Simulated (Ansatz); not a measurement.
Compare A (`O=C=C([SiH3])[SiH3]`) with its isomer B (`O[SiH]1C=C1[SiH3]`).

Computed with Ansatz on PBE0-D4/def2-TZVP structures; ΔE is electronic, products minus reactants. CCSD(T)/CBS is the MP2 limit (def2-TZVPP, def2-QZVPP) plus CCSD(T) − MP2 in def2-TZVPP, frozen cores. Functionals use def2-TZVPP. B3LYP here is the variant with VWN-RPA as its local correlation; programs differ in this. Each species was taken in one conformer, which may not be the lowest.

(1) Which is lower in electronic energy at CCSD(T)/CBS, and by how much? (An estimate is asked.)

(2) Give E(B) − E(A) in kJ/mol with B3LYP-D4, CCSD(T)/def2-TZVPP, PBE-D4, PBE0-D4, B3LYP, ωB97M-V, r2SCAN-D4. (Estimate.)

Largest T1 diagnostic: 0.015.

## Answers

(1) The calculation gave: B, by 16.3 kJ/mol.

(2) Ansatz gave: B3LYP-D4 10.9, CCSD(T)/def2-TZVPP -5.0, PBE-D4 11.4, PBE0-D4 -0.6, B3LYP 9.6, ωB97M-V -7.1, r2SCAN-D4 6.0. The order is the other way round with B3LYP-D4, PBE-D4, B3LYP, r2SCAN-D4.

From PBE to PBE0 (25 % exact exchange), in def2-TZVPP and without D4, E(B) − E(A) moves by −12.0 kJ/mol. In def2-TZVPP, CCSD(T) changes the Hartree–Fock value by −14.1 kJ/mol (the triples alone add +3.6 kJ/mol) and MP2 by −14.9 kJ/mol.
